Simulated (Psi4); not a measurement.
C$_{2}$H$_{7}$OSi (SMILES C[SiH](C)[O]), doublet, geometry from GFN2-xTB.

Here is a job for Psi4.
```
memory 2 GB

molecule {
0 2
C    -1.25117299   -1.14189568   -0.08340094
Si   -0.05201846    0.40660041   -0.28931395
C     1.52901773   -0.73370817   -0.00961272
O    -0.23588869    1.46340425    0.79243281
H    -1.03290529   -1.90381264   -0.81733669
H    -1.16645880   -1.53241009    0.91999748
H    -2.23728515   -0.72883310   -0.24052025
H    -0.06203034    0.73298104   -1.71758477
H     1.50806457   -1.13973666    0.99098121
H     2.36169124   -0.05361154   -0.11846018
H     1.57722329   -1.52059366   -0.74806204
}

set {
  basis def2-svp
  reference uks
}

energy('b3lyp')
print_variables()
```

Question: What does this run give for the total energy, nuclear repulsion energy, <S^2>, number of basis functions?

Answer: 
| Item | Value |
|---|---|
| total energy | -444.901627 Ha |
| nuclear repulsion energy | 170.1601 Eh |
| <S^2> | 0.761 |
| number of basis functions | 95 |

These values belong to the state on which the SCF converged, which isn't shown to be the lowest.

Question: Roughly what does it cost on one core?

Answer: around 12 core-seconds (rough).
